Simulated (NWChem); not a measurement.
# MgO

SMILES: [Mg]=[O]
```xyz
2

Mg     0.0000     0.0000     0.6990
O      0.0000     0.0000    -1.0486
```
Charge 0, spin multiplicity 1.

All runs are NWChem calculations. Structure: optimised with PBE0/def2-SVP, a minimum by its harmonic frequencies.

Symmetry labels belong to the abelian group C2v used in the runs, with the axes of the coordinates shown; states degenerate in a higher group split over its labels.

B3LYP has NWChem's definition, with VWN1-RPA local correlation. The structure started from a generated list of species.

Task: List the lowest 4 singlet excitations that TD-B3LYP/aug-cc-pVDZ, VWN1-RPA local correlation gives, with oscillator strengths.

Result: 
```csv
state,symmetry,energy (eV),wavelength (nm),f
1,b1,0.54,2315,0.001
2,b2,0.54,2315,0.001
3,a1,2.91,425,0.122
4,a2,4.03,308,0.000
```
